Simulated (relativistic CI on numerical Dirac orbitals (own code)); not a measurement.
## d6 in a ligand field

Computed with a parametric ligand-field model of a d^n configuration (Racah B and C, spin-orbit zeta, crystal field), exact diagonalisation.

Field parameters in Wybourne normalisation: D3d B²₀ = −7Dσ, B⁴₀ = −14Dq − 21Dτ, B⁴₃ = −14√(10/7) Dq; D4h B²₀ = −7Ds, B⁴₀ = 21(Dq − Dt), B⁴₄ = 21√(5/14) Dq; Oh B⁴₀ = 21Dq, B⁴₄ = √(5/14) B⁴₀. The field is a parameter set, without covalency.

Question: Ground term and bands for B = 850, C = 3360, ζ = 0 cm⁻¹, D4h, 10Dq = 14600, Ds = -490, Dt = 830 cm⁻¹?

Answer: Ground term 5B2 with 2.00 electrons in the two orbitals of the cubic e set. Spin-allowed: 5E 5620 cm⁻¹ (1779 nm), 5A1 12410 cm⁻¹ (806 nm), 5B1 14600 cm⁻¹ (685 nm). Lowest spin-forbidden: 3E 10673 cm⁻¹ (937 nm), 1A1 12418 cm⁻¹ (805 nm), 3E 16143 cm⁻¹ (619 nm).

Question: Ground term and bands for B = 660, C = 2480, ζ = 0 cm⁻¹, Oh, 10Dq = 5000 cm⁻¹?

Answer: Ground term 5T2 with 2.00 electrons in the two orbitals of the cubic e set. Spin-allowed: 5E 5000 cm⁻¹ (2000 nm). Lowest spin-forbidden: 3T1 9022 cm⁻¹ (1108 nm), 1A1 10698 cm⁻¹ (935 nm), 3T2 11187 cm⁻¹ (894 nm).

Question: Ground term and bands for B = 550, C = 2170, ζ = 0 cm⁻¹, Oh, 10Dq = 29450 cm⁻¹?

Answer: Ground term 1A1 with 0.02 electrons in the two orbitals of the cubic e set. Spin-allowed: 1T1 27839 cm⁻¹ (359 nm), 1T2 35725 cm⁻¹ (280 nm), 1T2 56653 cm⁻¹ (177 nm), 1E 56911 cm⁻¹ (176 nm). Lowest spin-forbidden: 3T1 23245 cm⁻¹ (430 nm), 3T2 27173 cm⁻¹ (368 nm), 5T2 39620 cm⁻¹ (252 nm).

Question: Ground term and bands for B = 510, C = 2420, ζ = 0 cm⁻¹, D4h, 10Dq = 30300, Ds = -1500, Dt = -170 cm⁻¹?

Answer: Ground term 1A1 with 0.02 electrons in the two orbitals of the cubic e set. Spin-allowed: 1E 28431 cm⁻¹ (352 nm), 1A2 28487 cm⁻¹ (351 nm), 1E 35542 cm⁻¹ (281 nm), 1B2 42430 cm⁻¹ (236 nm). Lowest spin-forbidden: 3E 22146 cm⁻¹ (452 nm), 3A2 23381 cm⁻¹ (428 nm), 3E 28003 cm⁻¹ (357 nm).

Question: Ground term and bands for B = 520, C = 2420, ζ = 0 cm⁻¹, D3d, 10Dq = 17200, Dσ = -1200, Dτ = -100 cm⁻¹?

Answer: Ground term 1A1 with 0.06 electrons in the two orbitals of the cubic e set. Spin-allowed: 1E 14269 cm⁻¹ (701 nm), 1A2 16650 cm⁻¹ (601 nm), 1E 22352 cm⁻¹ (447 nm), 1A1 22567 cm⁻¹ (443 nm). Lowest spin-forbidden: 3E 8916 cm⁻¹ (1122 nm), 3A2 11445 cm⁻¹ (874 nm), 5E 11742 cm⁻¹ (852 nm).
